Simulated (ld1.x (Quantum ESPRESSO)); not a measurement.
**u(r) = r·R(r): atom against pseudo-atom (Co (Z = 27))**

Columns: radius, all-electron u(r) and pseudo u(r) of the 4s shell (level -5.49 eV) of cobalt in the configuration [Ar] 3d7 4s2 4p0; PBEsol, scalar-relativistic, RRKJ scheme, ld1.x (Quantum ESPRESSO) 7.5.

| r (bohr) | all-electron | pseudo |
| --- | --- | --- |
| 0.170 | -0.1664 | -0.0217 |
| 0.340 | 0.0623 | -0.0460 |
| 0.510 | 0.2595 | -0.0756 |
| 0.680 | 0.2448 | -0.1136 |
| 0.850 | 0.1094 | -0.1632 |
| 1.020 | -0.0612 | -0.2264 |
| 1.190 | -0.2226 | -0.3026 |
| 1.360 | -0.3577 | -0.3867 |
| 1.530 | -0.4625 | -0.4692 |
| 1.700 | -0.5387 | -0.5394 |
| 1.870 | -0.5903 | -0.5903 |
| 2.040 | -0.6215 | -0.6215 |
| 2.210 | -0.6363 | -0.6363 |
| 2.380 | -0.6379 | -0.6379 |
| 2.550 | -0.6294 | -0.6294 |
| 2.720 | -0.6131 | -0.6131 |
| 2.890 | -0.5910 | -0.5910 |
| 3.060 | -0.5649 | -0.5649 |
| 3.230 | -0.5360 | -0.5360 |
| 3.400 | -0.5055 | -0.5055 |
| 3.570 | -0.4741 | -0.4741 |
| 3.740 | -0.4427 | -0.4427 |
| 3.910 | -0.4117 | -0.4117 |
| 4.080 | -0.3815 | -0.3815 |
| 4.250 | -0.3525 | -0.3525 |
| 4.420 | -0.3249 | -0.3249 |

**Question.** How many radial nodes do the two functions have?

**Answer.** The all-electron 4s function has n − l − 1 = 3 (the table is too coarse to show those close to the nucleus); the pseudo-wave has 0, since the states of the same l below it are removed with the core.

**Question.** At about which radius was the pseudo-wave matched?

**Answer.** 1.95 bohr, where the columns begin to agree (steps of 0.17 bohr).

**Question.** Is the pseudo-wave norm-conserving?

**Answer.** Yes: the RRKJ scheme keeps the norm inside the radius equal to the all-electron one, which fixes the energy derivative of the logarithmic derivative at the level.
